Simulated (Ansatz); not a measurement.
All values below come from PBE0-D3(BJ)/def2-TZVP (Ansatz, a program for electronic structure). No frequencies were computed at this level.

Ansatz 0.2 input:
```yaml
crystal:
  periodic: [false, false, false]
  atoms:
    - { symbol: N, position_ang: [1.542285, -0.383958, -0.002586] }
    - { symbol: Ga, position_ang: [0.043022, 0.616302, -0.125772] }
    - { symbol: N, position_ang: [-1.580874, -0.145359, 0.090824] }
    - { symbol: H, position_ang: [1.566212, -1.371731, 0.217641] }
    - { symbol: H, position_ang: [2.488032, -0.038251, -0.096573] }
    - { symbol: H, position_ang: [0.148971, 2.109664, -0.430643] }
    - { symbol: H, position_ang: [-2.468675, 0.336425, 0.046691] }
    - { symbol: H, position_ang: [-1.738973, -1.123092, 0.300418] }
basis:
  gaussian: { orbitals: def2-tzvp }
hamiltonian:
  xc: pbe0
  dispersion: d3bj
relax:
  max_steps: 150
```

Output:

```
Functional definition: PBE0
943 factors; their error is unknown
mean field evaluation 1: about -55417.5756 eV, gradient 8.7e1 eV
mean field evaluation 2: about -55394.2876 eV, gradient 1.3e2 eV
mean field evaluation 4: about -55431.1413 eV, gradient 2.9e0 eV
mean field evaluation 8: about -55431.1553 eV, gradient 2.3e-2 eV
mean field evaluation 16: about -55431.3451 eV, gradient 1.4e-5 eV
mean field -55431.34509735 eV, -2037.0643596124 hartree, gradient 1.4e-5 eV, S^2 0.000000; 0 other end points of the search recorded, 0 dependent functions left out
reference -55431.34512630 eV, -2037.0643606763 hartree; 25, 25 occupied and 115, 115 virtual orbitals, 943 factors
relax step   1: F+E_penalty+E_count = -55431.44134006 eV  Δ(F+E_penalty+E_count) = +0.000e0 eV  max|allowed force component| = 6.241e-1 eV/Å  Δτ_max = 0.0000 Å  (27 SCF iters, accepted)
these checks for a lower state are left out or cut short: starts, cluster_reference, orbital_swaps, neighbouring_geometries, increment
943 factors; their error is unknown
mean field -55431.36821906 eV, -2037.0652093195 hartree, gradient 1.3e-5 eV, S^2 0.000000; 0 other end points of the search recorded, 0 dependent functions left out
reference -55431.36824804 eV, -2037.0652103845 hartree; 25, 25 occupied and 115, 115 virtual orbitals, 943 factors
relax step   2: F+E_penalty+E_count = -55431.46473988 eV  Δ(F+E_penalty+E_count) = -2.340e-2 eV  max|allowed force component| = 2.827e-1 eV/Å  Δτ_max = 0.0477 Å  (30 SCF iters, accepted)
these checks for a lower state are left out or cut short: starts, cluster_reference, orbital_swaps, neighbouring_geometries, increment
943 factors; their error is unknown
mean field -55431.37242604 eV, -2037.0653639232 hartree, gradient 1.3e-5 eV, S^2 0.000000; 0 other end points of the search recorded, 0 dependent functions left out
reference -55431.37245503 eV, -2037.0653649885 hartree; 25, 25 occupied and 115, 115 virtual orbitals, 943 factors
relax step   3: F+E_penalty+E_count = -55431.46906819 eV  Δ(F+E_penalty+E_count) = -4.328e-3 eV  max|allowed force component| = 5.581e-2 eV/Å  Δτ_max = 0.0174 Å  (30 SCF iters, accepted)
these checks for a lower state are left out or cut short: starts, cluster_reference, orbital_swaps, neighbouring_geometries, increment
943 factors; their error is unknown
mean field evaluation 32: about -55431.1831 eV, gradient 9.0e-1 eV
mean field -55431.37279629 eV, -2037.0653775299 hartree, gradient 1.3e-5 eV, S^2 0.000000; 0 other end points of the search recorded, 0 dependent functions left out
reference -55431.37282529 eV, -2037.0653785954 hartree; 25, 25 occupied and 115, 115 virtual orbitals, 943 factors
relax step   4: F+E_penalty+E_count = -55431.46940843 eV  Δ(F+E_penalty+E_count) = -3.402e-4 eV  max|allowed force component| = 3.569e-2 eV/Å  Δτ_max = 0.0097 Å  (31 SCF iters, accepted)
these checks for a lower state are left out or cut short: starts, cluster_reference, orbital_swaps, neighbouring_geometries, increment
943 factors; their error is unknown
mean field -55431.37282359 eV, -2037.0653785329 hartree, gradient 1.3e-5 eV, S^2 0.000000; 0 other end points of the search recorded, 0 dependent functions left out
reference -55431.37285258 eV, -2037.0653795985 hartree; 25, 25 occupied and 115, 115 virtual orbitals, 943 factors
relax step   5: F+E_penalty+E_count = -55431.46944365 eV  Δ(F+E_penalty+E_count) = -3.522e-5 eV  max|allowed force component| = 2.060e-3 eV/Å  Δτ_max = 0.0022 Å  (31 SCF iters, accepted)
943 factors; their error is unknown
mean field evaluation 64: about -55431.3728 eV, gradient 5.1e-5 eV
mean field -55431.37282359 eV, -2037.0653785329 hartree, gradient 4.5e-5 eV, S^2 0.000000; 1 other end points of the search recorded, 0 dependent functions left out
reference -55431.37285258 eV, -2037.0653795985 hartree; 25, 25 occupied and 115, 115 virtual orbitals, 943 factors
Total energy: -55431.46947265 eV, -2037.0689303202 hartree
Atom 0 at     1.524427    -0.398882     0.009043 Å, force    -0.000215    -0.001155     0.000522 eV/Å
Atom 1 at     0.045089     0.644517    -0.132129 Å, force     0.000193     0.002060    -0.000525 eV/Å
Atom 2 at    -1.563876    -0.163790     0.102146 Å, force     0.000007    -0.001071     0.000611 eV/Å
Atom 3 at     1.513468    -1.382343     0.215141 Å, force     0.000364     0.000170    -0.000201 eV/Å
Atom 4 at     2.459202    -0.046404    -0.095297 Å, force     0.000592    -0.000076    -0.000051 eV/Å
Atom 5 at     0.151318     2.163098    -0.442382 Å, force    -0.000008    -0.000083    -0.000075 eV/Å
Atom 6 at    -2.439693     0.324199     0.040983 Å, force    -0.000611    -0.000037    -0.000032 eV/Å
Atom 7 at    -1.689934    -1.140395     0.302494 Å, force    -0.000321     0.000193    -0.000250 eV/Å
Dipole moment:    -0.011652    -0.167731     0.038174 e Å
```

Cost: about 21 core-seconds (a rough figure).
